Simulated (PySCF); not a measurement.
B3LYP has the VWN-RPA correlation part, as in Gaussian. 

Cartesian coordinates (Å):
SMILES: C[N]C
```xyz
9

C     -1.1916    -0.2147    -0.0124
N      0.0321    -0.5447    -0.6689
C      1.1446     0.1341    -0.0866
H     -2.0300    -0.7428    -0.4687
H     -1.3894     0.8680    -0.0588
H     -1.1524    -0.4724     1.0579
H      1.2455    -0.1084     0.9832
H      2.0713    -0.1348    -0.5954
H      1.0168     1.2269    -0.1414
```
Charge 0, spin multiplicity 2.

Q: What is the computed highest occupied spin orbital, dipole moment and total energy (B3LYP-D3(BJ)/def2-TZVP // PBE0-D4/def2-TZVP (PySCF))?

A: 
```yaml
highest_occupied_spin_orbital: -6.85 eV
dipole_moment: 1.73 D
total_energy: -134.5719 Ha
```
